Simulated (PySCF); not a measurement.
## State search for WBr

Unrestricted PBE0; basis W def2-TZVPPD with ECP60, Br def2-TZVPPD; scalar-relativistic core potentials; PySCF 2.14. Outer shells of the fragments: W 5d4 6s2; Br 3d10 4s2 4p5.

Followed along the bond (rough minima from three points):

```csv
2Ms+1,unpaired,⟨S²⟩ at the start,R at minimum (Å),Te (eV)
6,"σ ↑, π ↑↑, δ ↑↑",8.76,2.43,0.00
6,"σ ↑↑, π ↑, δ ↑↑",8.77,2.49,1.04
4,"π ↑, δ ↑↑",3.95,2.35,1.18
4,"π ↑↑, δ ↑",3.76,2.39,1.30
4,"σ ↑, π ↑↓, δ ↑↑",4.76,2.41,1.32
2,"π ↑↓, δ ↑",2.58,2.40,1.46
```

Solutions found at the starting distance of 2.400 Å, counted from the lowest of them; the search is not exhaustive and high or unbound solutions are not listed, so other states can lie among these:

| 2Ms+1 | unpaired | term | E (eV) | ⟨S²⟩ | ⟨Lz²⟩ | μ (D) |
| --- | --- | --- | --- | --- | --- | --- |
| 6 | σ ↑, π ↑↑, δ ↑↑ | ⁶Σ⁺ | 0.00 | 8.76 | 0.00 | -3.33 |
| 6 | σ ↑↑, π ↑, δ ↑↑ | ⁶Π | 1.08 | 8.77 | 1.00 | -0.76 |
| 4 | π ↑, δ ↑↑ | mixed | 1.19 | 3.95 | 1.27 | -1.53 |
| 4 | π ↑↑, δ ↑ | ⁴Δ | 1.30 | 3.76 | 4.00 | -2.63 |
| 4 | σ ↑, π ↑↓, δ ↑↑ | mixed | 1.32 | 4.76 | 2.05 | -3.28 |
| 2 | π ↑↓, δ ↑ | mixed | 1.45 | 2.58 | 6.50 | -2.77 |
| 4 | σ ↓, π ↑↑, δ ↑↑ | mixed | 1.78 | 4.76 | 0.00 | -3.13 |
| 6 | σ ↑↑, π ↑↑, δ ↑ | ⁶Δ | 1.80 | 8.75 | 4.00 | -1.32 |
| 2 | π ↓, δ ↑↑ | mixed | 1.92 | 2.14 | 1.02 | -0.76 |
| 4 | σ ↑, π ↑, δ ↑ | mixed | 1.96 | 4.64 | 6.10 | -0.66 |

A term symbol is given only where ⟨S²⟩ and ⟨Lz²⟩ are close to those of a pure state; real π, δ and φ orbitals otherwise mix terms. A positive dipole means W(−)Br(+).

Spin–orbit coupling is left out. The state is the lowest single determinant that the PBE0 search found; with open d or f shells the true ground state can be another one.
